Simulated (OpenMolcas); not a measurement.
# Rh²⁺: from CASSCF to CASPT2

```json
{
  "Program": "OpenMolcas 26.06",
  "Basis": "ANO-R2 [7s5p4d2f1g]",
  "Scalar Hamiltonian": "X2C, finite nucleus",
  "Active space": "7 electrons in 6 orbitals (4d 5s)",
  "State averaging": "2S+1 = 4 even, 60 roots; 2S+1 = 6 even, 5 roots kept (CI in the orbitals of an earlier block); 2S+1 = 2 even, 110 roots kept (CI in the orbitals of an earlier block)",
  "Spin-orbit coupling": "RASSI with atomic mean-field integrals over the reference wave functions, term energies averaged over their components"
}
```

Methods on the same reference wave functions:
A. CASSCF
B. SS-CASPT2, IPEA 0.25 Eh, imaginary shift 0.1 Eh (closed shells correlated: 4s 4p)
C. MS-CASPT2, IPEA 0.25 Eh, imaginary shift 0.1 Eh (closed shells correlated: 4s 4p)

Energies in cm⁻¹ above 4d⁷ ⁴F_9/2, the measured ground level; measured values from the list in Shadmi, J. Res. Natl. Bur. Stand. 70A, 435 (1966).

| Level | A | B | C | Measured |
| --- | --- | --- | --- | --- |
| 4d⁷ ⁴F_9/2 | 0.0 | 0.0 | 0.0 | 0.0 |
| 4d⁷ ⁴F_7/2 | 2180 | 2220 | 2220 | 2148 |
| 4d⁷ ⁴F_5/2 | 3610 | 3600 | 3600 | 3486 |
| 4d⁷ ⁴F_3/2 | 4526 | 4470 | 4470 | 4322 |
| 4d⁷ ⁴P_5/2 | 14865 | 11110 | 11070 | 11062 |
| 4d⁷ ⁴P_3/2 | 15008 | 11060 | 11030 | 10997 |
| 4d⁷ ²G_9/2 | 15916 | 13300 | 13310 |  |
| 4d⁷ ⁴P_1/2 | 16413 | 12590 | 12560 |  |
| 4d⁷ ²G_7/2 | 18056 | 15420 | 15430 |  |
| 4d⁷ ²P_3/2 [54 %] | 20681 | 16260 | 16270 |  |
| 4d⁷ ²H_11/2 | 21331 | 18180 | 18190 |  |
| 4d⁷ ²D_5/2(1) | 22742 | 18560 | 18570 |  |
| 4d⁷ ²P_1/2 | 23052 | 18320 | 18330 |  |
| 4d⁷ ²H_9/2 | 23457 | 20360 | 20370 |  |
| 4d⁷ ²D_3/2(1) [69 %] | 26395 | 22070 | 22080 |  |
| 4d⁷ ²F_5/2 | 34670 | 27220 | 27230 |  |
| 4d⁶ 5s ⁶D_9/2 | 35327 | 39840 | 39850 | 43022 |
| 4d⁷ ²F_7/2 | 35686 | 28300 | 28310 |  |
| 4d⁶ 5s ⁶D_7/2 | 36616 | 41140 | 41150 | 44394 |
| 4d⁶ 5s ⁶D_5/2 | 37489 | 42000 | 42010 | 45278 |
| 4d⁶ 5s ⁶D_3/2 | 38078 | 42580 | 42590 | 45877 |
| 4d⁶ 5s ⁶D_1/2 | 38422 | 42920 | 42930 |  |
| 4d⁶ 5s ⁴D_7/2(1) | 50335 | 51640 | 51650 |  |
| 4d⁶ 5s ⁴D_5/2(1) | 51765 | 53080 | 53090 |  |

Deviations, from unrounded energies. A percentage is the sum of absolute deviations over the sum of measured energies, with the sign that they share, or ± where signs differ.

```json
{"Against measurement": "mean absolute deviation (cm-1)", "Levels": "9", "A": "4400", "B": "1500", "C": "1500"}
{"Against measurement": "fine structure of the ground term (%)", "Levels": "3", "A": "+3.6", "B": "+3.3", "C": "+3.4"}
{"Against measurement": "other terms of the ground configuration (%)", "Levels": "2", "A": "+35.4", "B": "+0.5", "C": "+0.2"}
{"Against measurement": "other configurations (%)", "Levels": "4", "A": "-17.4", "B": "-7.3", "C": "-7.3"}
```

B, C lie about equally close to measurement and A furthest from it. The largest miss of C in the table is 4d⁶ 5s ⁶D_3/2, by -3300 cm-1. The ranking rests on the paired levels alone, and a cruder setting can come out closer through cancelling errors.

Between B and C the level of the table that moves most is 4d⁷ ⁴P_1/2, by 38 cm-1 (lowest in C, highest in B). Moves below CASPT2's spread within the term are not significant.

The mean deviations of B to C differ by less than CASPT2's widest spread within a term (1200 cm-1), so their order carries little weight.

From A to B the spin-free energies of the other terms of 4d⁷ shown, above ⁴F, scale by factors of 0.72 to 0.84, as is usual when dynamic correlation screens the repulsion within a d or f shell.

The lowest spin-free term lies below A's lowest term by 0.482 hartree in B, 0.482 hartree in C.

Term energies are means over components that CASPT2 splits; among the terms shown or strongly mixed into the levels shown the widest spread is 1200 cm-1 (4d⁷ ⁴F, C). Terms from blocks run as CI alone lack orbitals of their own. A single d shell beside an s shell can misplace configurations of different d count against each other. Without dynamic correlation excited terms often stand tens of per cent too high (terms of higher spin than the ground term too low), and those without a measured partner can miss by more than the paired ones (holds for A). The CASPT2 spread within a term exceeds the gap to the next term for 4d⁷ ²H and 4d⁷ ²D(1), so the order of their levels is uncertain (holds for B; C). Blocks of more than 70 roots (2S+1 = 2 even) ran without multistate coupling (holds for C). Measured partners are found by configuration, term and J. A level has none where our copy of the source lacks it or the pairing is in doubt (some pairs that miss far off the trend of their configuration count as doubtful), and it then counts in no deviation. Only configurations of the active space appear. The table leaves out levels that lie high or whose names do not pair safely across all columns.

A share in square brackets marks a mixed level and gives the weight of the term that names it, the lowest over the columns. A number in round brackets counts repeated terms of one configuration in the order of the reference energies.
